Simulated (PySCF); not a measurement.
Polarisability and C₆ of Li (lithium, neutral)

[He] 2s1, 2S determinant. Calculation: PySCF 2.14, in aug-cc-pVQZ-DK; the spin-free X2C one-electron Hamiltonian (Gaussian nucleus). Coupled (time-dependent) response in atomic units; α is the mean over directions.

| method | mean α (bohr³) | C₆ (like pair) | S(−4) |
| --- | --- | --- | --- |
| UHF | 169.8 | 1474 | 37140 |
| PBE | 143.5 | 1144 | 26700 |
| PBE0 | 147.8 | 1197 | 28290 |
| TPSSh | 144.5 | 1159 | 26920 |

S(−4) is the Cauchy moment in α(ω) = α(0) + S(−4) ω² + …

Reference α: 164.1 bohr³ (recommended; Schwerdtfeger and Nagle, table of static dipole polarizabilities (2023 update)). Published C₆: 1392 (Chu and Dalgarno (2004); Tang, Norbeck and Certain (1976)).

α(iu) at PBE0:

```
u (hartree)  α(iu) (bohr³)
          0          147.8
     0.0500          100.1
      0.100          51.37
      0.200          17.99
      0.300          8.919
      0.500          3.596
      0.750          1.767
       1.00          1.086
       1.50         0.5634
       2.00         0.3586
       3.00         0.1882
       5.00        0.07885
```

A single London oscillator, α(iu) = α/(1 + u²/ω²), gives C₆ = (3/4) ω α². Matching the computed C₆ needs ω = 4 × 1197 / (3 × 147.8²) = 0.0731 hartree.
